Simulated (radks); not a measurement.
Question: Ionisation of the barium ion Ba3+, [Kr] 4d10 5s2 5p5, to [Kr] 4d10 5s2 5p4 as the strength of local exchange is varied. Calculated with a radial shooting solver on a logarithmic mesh with Libxc functionals: Dirac Kohn-Sham, Slater X-alpha exchange (alpha = 2/3 is LDA exchange), no correlation, spin-unpolarised, spherical densities, point nucleus; open shells fill j = l - 1/2 first.

alpha  E(Ba3+) (hartree)  exchange (hartree)  IE (eV)  -e of the level emptied (eV)  <r> of it (bohr)
0.667         -8125.9942           -185.8909   45.870                40.060 (5p3/2)             1.863
0.682         -8130.1756           -190.1607   46.132                40.314 (5p3/2)             1.859
0.704         -8136.3120           -196.4303   46.518                40.689 (5p3/2)             1.853
0.728         -8143.0110           -203.2794   46.941                41.099 (5p3/2)             1.847
0.793         -8161.1794           -221.8797   48.096                42.220 (5p3/2)             1.831
0.933         -8200.4367           -262.1923   50.630                44.685 (5p3/2)             1.797
0.983         -8214.4986           -276.6725   51.551                45.582 (5p3/2)             1.785
?             -8164.2577           -225.0347   48.293                42.412 (5p3/2)             1.828

Which alpha was used in the last row?

Answer: alpha = 0.804. NIST Atomic Spectra Database: 47.0 +/- 0.3 eV (semi-empirical). The Delta-SCF value meets it near alpha = 0.73. Spin polarisation and multiplet splitting are left out, so open shells lie too high by an amount that depends on their filling.

Beside tabulated values, note that spin-unpolarised runs miss the spin-polarisation part of the exchange energy of open shells.
